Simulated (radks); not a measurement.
All-electron atom: Mo+ in [Kr] 4d5.

All-electron calculation, non-relativistic Kohn-Sham, exchange-only LDA, spin-polarised, spherical densities, point nucleus; open shells are filled with parallel spins first (spin-orbit coupling, left out, can overturn this in heavy ions); relativity is left out, which matters for an element this heavy. Program: a radial shooting solver on a logarithmic mesh with Libxc functionals.

Energy parts (hartree):
part                   energy
total             -3969.08082
kinetic            3969.08082
electron-nucleus  -9452.58096
Hartree            1627.75082
exchange           -113.33149

Orbitals (lengths in bohr, moments of r in powers of bohr; r(max) is where P^2 peaks; r(90%) holds 90 % of the orbital's charge):
| orbital | occ. | eigenvalue (hartree) | <1/r> | r(max) | r(90%) |
|---|---|---|---|---|---|
| 1s up | 1 | -709.3643 | 41.44 | 0.02404 | 0.0646 |
| 1s down | 1 | -709.3648 | 41.44 | 0.02404 | 0.0646 |
| 2s up | 1 | -98.66563 | 9.338 | 0.1343 | 0.245 |
| 2s down | 1 | -98.64657 | 9.339 | 0.1343 | 0.245 |
| 2p up | 3 | -90.94940 | 9.339 | 0.1056 | 0.221 |
| 2p down | 3 | -90.93507 | 9.340 | 0.1056 | 0.221 |
| 3s up | 1 | -16.85328 | 3.234 | 0.3952 | 0.652 |
| 3s down | 1 | -16.83970 | 3.235 | 0.3952 | 0.652 |
| 3p up | 3 | -13.88706 | 3.145 | 0.3823 | 0.659 |
| 3p down | 3 | -13.87218 | 3.146 | 0.3823 | 0.659 |
| 3d up | 5 | -8.43229 | 2.967 | 0.3220 | 0.664 |
| 3d down | 5 | -8.41221 | 2.968 | 0.3221 | 0.663 |
| 4s up | 1 | -2.46958 | 1.191 | 1.015 | 1.66 |
| 4s down | 1 | -2.35282 | 1.203 | 1.009 | 1.65 |
| 4p up | 3 | -1.63025 | 1.070 | 1.084 | 1.87 |
| 4p down | 3 | -1.50362 | 1.084 | 1.075 | 1.85 |
| 4d up | 5 | -0.39906 | 0.7177 | 1.385 | 3.04 |
| 4d down | 0 | -0.25299 | 0.7181 | 1.359 | 3.17 |

The highest occupied level is 4d up at -10.859 eV. Summed over all electrons, <r^2> = 39.30 bohr^2, which gives a Langevin (diamagnetic) susceptibility term of -31.1 x 10^-6 cm^3/mol. Spin moment in Bohr magnetons: 5.
